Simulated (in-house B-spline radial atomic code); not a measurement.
Spin-orbit splittings of orbital energies (j = l + 1/2 less j = l - 1/2) and ratios of mean radii (lower j over upper j) along the 14-electron series, configuration [Ne] 3s2 3p2. Computed with a B-spline radial code for spherical atoms: Dirac-Hartree-Fock, average of the configuration, finite nuclei.

```csv
ion,Z,splitting of 2p (eV),radius ratio of 2p,splitting of 3p (eV),radius ratio of 3p
Si,14,0.68399,0.99612,0.031218,0.99728
P+,15,?,?,?,?
S2+,16,?,?,?,?
Cl3+,17,1.7657,0.99457,0.17873,0.9969
Ar4+,18,2.3219,0.99397,0.26767,0.9966
K5+,19,3.0021,0.99332,0.38303,0.99628
```

Problem. Fill in the row of P+.

Solution. splitting of 2p (eV): 0.96127; radius ratio of 2p: 0.99565; splitting of 3p (eV): 0.064047; radius ratio of 3p: 0.99732.

Problem. Fill in the row of S2+.

Solution. splitting of 2p (eV): 1.3172; radius ratio of 2p: 0.99513; splitting of 3p (eV): 0.1121; radius ratio of 3p: 0.99714.

Problem. With what power of Z does the column «splitting of 3p (eV)» change over this range?

Solution. A fit of the logarithm of its size against log Z from Z = 14 to 19 has slope 8.13. An unscreened hydrogenic electron would give 4 at low Z; screening makes the apparent power larger near the neutral end, and relativity raises it again at high Z.
